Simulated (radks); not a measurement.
Task: The mean radii <r> (bohr) of the occupied orbitals of an atom or ion are listed with their occupations. Method: scalar-relativistic Kohn-Sham, PBEsol, spin-polarised, spherical densities, finite nucleus; Fermi nuclear charge, rms radius of each element as measured or else 0.836 A^(1/3) + 0.57 fm; computed with a radial shooting solver on a logarithmic mesh with Libxc functionals.

| orbital | occ. | <r> |
|---|---|---|
| 1s down | 1 | 0.03345 |
| 1s up | 1 | 0.03345 |
| 2s up | 1 | 0.1457 |
| 2s down | 1 | 0.1457 |
| 2p up | 3 | 0.1270 |
| 2p down | 3 | 0.1270 |
| 3s up | 1 | 0.4029 |
| 3s down | 1 | 0.4028 |
| 3p up | 3 | 0.4032 |
| 3p down | 3 | 0.4030 |
| 3d up | 5 | 0.3841 |
| 3d down | 5 | 0.3839 |
| 4s up | 1 | 1.005 |
| 4s down | 1 | 1.001 |
| 4p up | 3 | 1.096 |
| 4p down | 3 | 1.092 |
| 4d up | 4 | 1.364 |

Name the element and its charge. Open shells, if any, are filled with parallel spins first.

Result: Z = 44, ruthenium, charge +4: Ru4+ in [Kr] 4d4. The 1s radius gives Z: for a bare nucleus <r> = (2 gamma + 1)/(2Z) with gamma = sqrt(1 - (Z/c)^2), 0.03289 bohr for Z = 44, and screening makes it slightly larger (0.03345 here). The occupations add up to 40, and the charge is Z minus that.
